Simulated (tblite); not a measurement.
Parent: `[CH3:1][CH2:2][O:3][Si@@H:4]([OH:5])[C@@H:6]1[CH2:7][CH2:8][NH:9]1` with C1–C2–O3–Si4 -174°, C2–O3–Si4–O5 54°, O3–Si4–O5–H 154°, O3–Si4–C6–C7 -64°, Si4–C6–C7–C8 -123°, C6–C7–C8–N9 13°, C7–C8–N9–C6 -13°, Si4–C6–N9–C8 133°, C5H13NO2Si.

Computed geometry: GFN2-xTB, gas phase. One conformer each, not checked by frequencies here.

```csv
coordinate of the parent,value
C1–C2,1.520 Å
C2–O3,1.406 Å
O3–Si4,1.614 Å
Si4–O5,1.629 Å
Si4–C6,1.893 Å
C6–C7,1.539 Å
C7–C8,1.531 Å
C8–N9,1.466 Å
C6–N9,1.484 Å
C1–C2–O3,109.6°
C2–O3–Si4,127.1°
O3–Si4–O5,109.8°
O3–Si4–C6,107.2°
O5–Si4–C6,108.8°
Si4–C6–C7,118.8°
Si4–C6–N9,108.6°
C7–C6–N9,89.0°
C6–C7–C8,86.8°
C7–C8–N9,90.0°
C6–N9–C8,91.3°
```

**Question.** How does the shared frame change in `[CH3:1][CH2:2][O:3][SiH2:4][C@@H:5]1[CH2:6][CH2:7][NH:8]1` with C1–C2–O3–Si4 -60°, C2–O3–Si4–C5 -58°, O3–Si4–C5–C6 -73°, Si4–C5–C6–C7 -103°, C5–C6–C7–N8 -14°, C6–C7–N8–C5 15°, Si4–C5–N8–C7 102°, C5H13NOSi? Atoms pair as C1 = C1, C2 = C2, O3 = O3, Si4 = Si4, C6 = C5, C7 = C6, C8 = C7, N9 = N8 (parent first).

**Answer.** 
| parent | relative | value in the relative | change |
| --- | --- | --- | --- |
| C1–C2 | C1–C2 | 1.521 Å | +0.001 |
| C2–O3 | C2–O3 | 1.399 Å | -0.007 |
| O3–Si4 | O3–Si4 | 1.618 Å | +0.004 |
| Si4–C6 | Si4–C5 | 1.911 Å | +0.018 |
| C6–C7 | C5–C6 | 1.541 Å | +0.002 |
| C7–C8 | C6–C7 | 1.530 Å | -0.001 |
| C8–N9 | C7–N8 | 1.463 Å | -0.003 |
| C6–N9 | C5–N8 | 1.477 Å | -0.007 |
| C1–C2–O3 | C1–C2–O3 | 112.6° | +3.0 |
| C2–O3–Si4 | C2–O3–Si4 | 131.7° | +4.6 |
| O3–Si4–C6 | O3–Si4–C5 | 113.6° | +6.4 |
| Si4–C6–C7 | Si4–C5–C6 | 115.1° | -3.7 |
| Si4–C6–N9 | Si4–C5–N8 | 115.4° | +6.8 |
| C7–C6–N9 | C6–C5–N8 | 88.8° | -0.2 |
| C6–C7–C8 | C5–C6–C7 | 86.4° | -0.4 |
| C7–C8–N9 | C6–C7–N8 | 89.8° | -0.2 |
| C6–N9–C8 | C5–N8–C7 | 91.2° | -0.1 |

Of the parent's bonds, Si4–C6 changes most (+0.018 Å). Point group C1 → C1.

**Question.** How does the shared frame change in `[OH:1][Si@@H:2]([O:3][CH2:4][SiH3:5])[C@H:6]1[CH2:7][CH2:8][NH:9]1` with H–O1–Si2–O3 -153°, O1–Si2–O3–C4 -55°, Si2–O3–C4–Si5 92°, O1–Si2–C6–C7 -55°, Si2–C6–C7–C8 122°, C6–C7–C8–N9 -12°, C7–C8–N9–C6 12°, Si2–C6–N9–C8 -132°, C4H13NO2Si2? Atoms pair as C2 = C4, O3 = O3, Si4 = Si2, O5 = O1, C6 = C6, C7 = C7, C8 = C8, N9 = N9 (parent first).

**Answer.** 
| parent | relative | value in the relative | change |
| --- | --- | --- | --- |
| C2–O3 | C4–O3 | 1.415 Å | +0.009 |
| O3–Si4 | O3–Si2 | 1.610 Å | -0.004 |
| Si4–O5 | Si2–O1 | 1.630 Å | +0.001 |
| Si4–C6 | Si2–C6 | 1.893 Å | 0.000 |
| C6–C7 | C6–C7 | 1.539 Å | 0.000 |
| C7–C8 | C7–C8 | 1.531 Å | 0.000 |
| C8–N9 | C8–N9 | 1.466 Å | 0.000 |
| C6–N9 | C6–N9 | 1.484 Å | 0.000 |
| C2–O3–Si4 | C4–O3–Si2 | 127.5° | +0.4 |
| O3–Si4–O5 | O3–Si2–O1 | 110.7° | +0.9 |
| O3–Si4–C6 | O3–Si2–C6 | 107.1° | -0.1 |
| O5–Si4–C6 | O1–Si2–C6 | 107.9° | -0.9 |
| Si4–C6–C7 | Si2–C6–C7 | 118.4° | -0.4 |
| Si4–C6–N9 | Si2–C6–N9 | 108.0° | -0.6 |
| C7–C6–N9 | C7–C6–N9 | 89.2° | +0.2 |
| C6–C7–C8 | C6–C7–C8 | 86.8° | 0.0 |
| C7–C8–N9 | C7–C8–N9 | 90.1° | +0.1 |
| C6–N9–C8 | C6–N9–C8 | 91.4° | +0.1 |

Of the parent's bonds, C2–O3 changes most (+0.009 Å). Bonds of the relative outside the shared frame: C4–Si5 1.908 Å. Point group C1 → C1.
